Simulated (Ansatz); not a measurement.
Zn2O2. Charge 0, multiplicity 3. Geometry PBE-D4/def2-SVP, that of the charge +1 doublet; atoms count from 1.

```xyz
4

Zn    0.560   -1.501    0.297
Zn   -1.447   -0.138    0.733
O     0.958    0.470   -0.630
O    -0.071    1.168   -0.400
```

The structure holds one bond between oxygen atoms, so isomers without such links may lie far lower. The structure comes from a short search, and lower isomers may exist.

Q: Estimate the Mulliken populations from the PBE0/def2-TZVP orbitals of Ansatz.

A: 
```tsv
atom	charge (e)	spin (α − β)	d electrons
Zn1	0.18	0.35	10.02
Zn2	0.18	0.35	10.02
O3	-0.18	0.65	–
O4	-0.18	0.65	–
```
Mulliken values depend strongly on the basis.

Q: Where does the spin sit?

A: Summed by element: Zn 0.70, O 1.30, of 2 unpaired in all. Largest on single atoms: O3 0.65, O4 0.65, Zn2 0.35.

Q: And the Mayer bond orders between heavy atoms (over 0.3)?

A: Zn1–Zn2 0.77 (2.46 Å); Zn1–O3 0.33 (2.21 Å); Zn2–O4 0.33 (2.21 Å); O3–O4 1.36 (1.26 Å).
